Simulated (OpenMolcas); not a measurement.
**Co VIII: the spin-orbit constant, Racah parameters, worked from levels**

```json
{"Program": "OpenMolcas", "Basis": "ANO-RCC-VTZP [6s5p3d2f1g]", "Scalar Hamiltonian": "DKH2, point nucleus", "Active space": "2 electrons in 5 orbitals (3d)", "State averaging": "2S+1 = 3 even, 10 roots; 2S+1 = 1 even, 15 roots (14 in the spin-orbit step)", "Spin-orbit coupling": "state interaction with AMFI integrals over the reference wave functions, term energies averaged over their components"}
```

Methods: CASSCF; SS-CASPT2, IPEA 0.25 Eh, imaginary shift 0.1 Eh (closed shells correlated: 3s 3p). Measured levels: Sugar and Corliss, J. Phys. Chem. Ref. Data 10, 1097 (1981).

**The spin-orbit constant.** For the Hund term ³F of d2, E(J) = (A/2) J(J+1) + constant and ζ = 2S·A = 2A. From J = 2 to J = 4 the energy changes by 7 A.

| Source | E(4) - E(2) | A | ζ |
| --- | --- | --- | --- |
| CASSCF | 3070.2 | 438.6 | 877 |
| SS-CASPT2 | 3081.7 | 440.2 | 880 |
| measured | 3144.0 | 449.1 | 898 |

All in cm-1. SS-CASPT2 is off by -2.0 % and CASSCF by -2.3 %. Both methods take the spin-orbit matrix elements from the reference wave functions, so the second can move ζ only through the term energies and any multistate remixing. Second-order mixing with other terms is absorbed into this ζ.

**Racah parameters.** Above ³F, d2 has ³P at 15B, ¹G at 12B + 2C and ¹D at 5B + 2C. The first two fix B and C, and the third tests them; where it misses by thousands of cm-1, two parameters do not describe the configuration (Trees and configuration-interaction terms are left out) and B and C hang on the terms chosen. Term energies are centres of gravity, weighted by 2J + 1.

```
   Source     ³P     ¹G     B     C   C/B  ¹D from B, C  ¹D found
   CASSCF  25832  33531  1722  6433  3.74         21476     21354
SS-CASPT2  22255  31087  1484  6642  4.48         20704     17880
 measured  21631  30536  1442  6616  4.59         20442     17800
```

Energies in cm-1. From CASSCF to SS-CASPT2, B changes by -13.8 % and C by +3.2 %. Against the measured terms, SS-CASPT2 has B off by +2.9 % and C by +0.4 %.

Term energies are means over components that CASPT2 splits; among the terms shown or strongly mixed into the levels shown the widest spread is 760 cm-1 (3d² ³F, SS-CASPT2). Some high roots are left out of the spin-orbit mixing, which shifts the levels that they would mix with. Without dynamic correlation excited terms often stand tens of per cent too high (terms of higher spin than the ground term too low), and those without a measured partner can miss by more than the paired ones (holds for CASSCF). Measured partners are found by configuration, term and J. A level has none where our copy of the source lacks it or the pairing is in doubt (some pairs that miss far off the trend of their configuration count as doubtful), and it then counts in no deviation. Levels of configurations outside the active space are missing.
